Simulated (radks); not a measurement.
Q: All-electron atom: Fe in [Ar] 3d6 4s2. Calculated with a radial shooting solver on a logarithmic mesh with Libxc functionals: scalar-relativistic Kohn-Sham, LDA (Slater exchange, Perdew-Wang correlation), spin-unpolarised, spherical densities, finite nucleus; Fermi nuclear charge, rms radius 3.7377 fm; hard spherical wall at 8 bohr. Some entries of the table are withheld. Estimate them.

orbital,occ.,eigenvalue (eV),<r> (bohr)
1s,2,-6983.053,0.05856
2s,2,(1),0.2676
2p,6,-697.8301,0.2358
3s,2,-93.3515,0.8122
3p,6,-59.7674,0.8587
3d,6,-7.5944,1.141
4s,2,(2),(3)
4p,0,-1.0102,3.655
5s,0,3.8457,4.788
4d,0,(4),4.693

A: 
(1) 2s eigenvalue (eV): -817.7274
(2) 4s eigenvalue (eV): -5.3375
(3) 4s <r> (bohr): 2.909
(4) 4d eigenvalue (eV): 3.9248
